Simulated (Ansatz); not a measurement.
`B[C](=C)[AlH][CH3]`, relaxed with RKS PBE0-D4/def2-TZVP in Ansatz from a PBE-D4/def2-SVP geometry. The force threshold is 0.005 eV/Å; the program also tests the step.

Total charge 0; spin multiplicity 1.

Start:

```xyz
13

B     1.827    0.464    0.258
C     0.576    0.481   -0.665
C     0.719    1.080   -1.887
Al   -1.175   -0.292   -0.180
C    -1.441   -1.165    1.557
H     1.801   -0.030    1.375
H     2.877    0.958   -0.130
H     1.681    1.530   -2.209
H    -0.105    1.154   -2.626
H    -2.346   -0.160   -1.278
H    -2.457   -1.586    1.700
H    -1.251   -0.447    2.385
H    -0.706   -1.987    1.700
```

Question: By how much does the energy fall, and how many steps does the optimiser take? (Best estimate.)

Answer: Computed: 1.23 kcal/mol, in 8 steps, 2 of them rejected.

Question: Which bonds change most? (An estimate is asked.)

Answer: Ansatz gave: B1–H6 from 1.222 to 1.200 Å; B1–H7 from 1.224 to 1.203 Å; C2–Al4 from 1.974 to 1.955 Å; C2–C3 from 1.368 to 1.349 Å.

Question: Give the relaxed structure. (Estimate.)

Answer: Ansatz gave: 
```xyz
13

B     1.838    0.471    0.247
C     0.581    0.475   -0.648
C     0.707    1.064   -1.856
Al   -1.155   -0.290   -0.174
C    -1.444   -1.159    1.547
H     1.838   -0.011    1.346
H     2.857    0.965   -0.159
H     1.649    1.510   -2.182
H    -0.112    1.131   -2.574
H    -2.308   -0.157   -1.269
H    -2.451   -1.566    1.661
H    -1.271   -0.455    2.369
H    -0.730   -1.977    1.694
```
